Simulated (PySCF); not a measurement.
# KBe⁺ at RHF-CCSD(T)

Level: RHF-CCSD(T). basis K def2-SVPD, Be def2-SVPD; no relativity; PySCF 2.14.

```json
{
  "state": "¹Σ⁺ (singlet), closed shell",
  "bond length": "6.969 bohr",
  "harmonic wavenumber": "115 cm⁻¹",
  "force constant": "0.0567 mdyn/Å",
  "rotational constant Be": "0.1693 cm⁻¹",
  "anharmonicity ωexe": "2.91 cm⁻¹",
  "vibration–rotation constant αe": "0.00459 cm⁻¹",
  "well depth De to K⁺ + Be": "0.15 eV",
  "dissociation energy D0": "0.15 eV"
}
```

Correlated steps freeze 5 core orbitals. The bond is weak. Basis-set superposition, not corrected here, can be much of De in a small basis, most of all at correlated wavefunction levels. For an ion De counts to the pair picked by the measured ionisation energies or electron affinities, which need not be the lowest pair at this level.
